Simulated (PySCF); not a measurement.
FeCl3, SMILES [Cl][Fe]([Cl])[Cl] (connectivity only; charge and spin as stated), neutral, multiplicity 6. Geometry: PBE0-D3(BJ)/def2-SVP. The multiplicity is an assumed one; other spin states were not compared. The isomer is the one that the SMILES or the coordinates give; other isomers of the formula were not compared.

Method: PBE0-D3(BJ)/def2-SVP (PySCF).

Harmonic wavenumbers (cm⁻¹): 91, 107, 107, 361, 474, 474. Rotational constants (GHz): 2.076, 2.076, 1.038; symmetry number 6.

Problem. Work out the zero-point energy and the ideal-gas rigid-rotor harmonic-oscillator thermochemistry at 298.15 K and 1 atm.

Solution. ZPE = ½ Σ hcν = ½ × 1614 cm⁻¹ = 2.31 kcal/mol. H − E(el) = 6.58 kcal/mol. Entropy in cal/(mol K): translation 41.16, rotation 25.10, vibration 12.87, spin 3.56, total 82.70. G − E(el) = -18.08 kcal/mol. Cp = 17.96 cal/(mol K). Modes under 150 cm⁻¹ make the vibrational entropy uncertain.
